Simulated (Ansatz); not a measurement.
Ga5F, relaxed as a singlet with RKS PBE-D4/def2-SVP in Ansatz, starting from the GFN1-xTB geometry. Force threshold 0.02 eV/Å.

The structure comes from a short search, and lower isomers may exist.

Start:

```xyz
6

Ga   -0.3453   -0.9280   -1.1853
Ga   -2.6166   -0.6611    0.0301
Ga    0.8984   -0.8910    0.9630
Ga    2.0531    1.3133   -0.0934
Ga   -1.4427   -0.5633    2.1554
F     1.4530    1.7301   -1.8698
```

Problem. Estimate the energy that the relaxation releases and the steps that it takes.

Solution. 1.27 eV, in 18 steps; 39 s on 4 threads of Arm Neoverse V2 on a shared host. No frequencies were taken in this run, so the end may be a saddle point.

Problem. Does the start keep its bonding?

Solution. Bonds formed: Ga1–Ga4, Ga4–Ga5 (atoms count from 1). The end is the same structure that another start reached, the lowest one found.

Problem. Predict the relaxed structure.

Solution. 
```xyz
6

Ga    0.329   -1.278   -1.499
Ga   -1.763    0.115   -0.705
Ga    1.230   -1.502    1.175
Ga    1.266    0.752    0.111
Ga   -0.880    0.278    1.776
F    -0.182    1.635   -0.858
```
Bond lengths (bridged metal pairs left out): 7 × Ga–Ga 2.49 to 2.83 Å; 1 × F–Ga 1.95 Å.
